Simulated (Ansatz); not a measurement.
Mulliken charges of `[OH][Cu]` from PBE/def2-TZVPP in Ansatz (PBE0-D4/def2-TZVP geometry).

```tsv
atom	x (Å)	y (Å)	z (Å)	charge (e)
O1	-0.333	-0.434	-0.238	-0.507
Cu2	1.160	0.003	0.638	0.320
H3	-0.837	0.366	-0.413	0.187
```

By hand: the dipole of these point charges (1 e Å = 4.8032 D).

Σ q r = (0.384, 0.289, 0.248) e Å, of length 0.541 e Å = 2.60 D.

How does the dipole of the full density compare? (Estimate.)

Computed: (0.489, 0.347, 0.312) e Å, 3.25 D; the point charges give 0.80 times that, at 1° from its direction.

Point charges leave out the atoms' own dipoles, such as those of lone pairs, and Mulliken's split depends on the basis, so the two needn't agree.
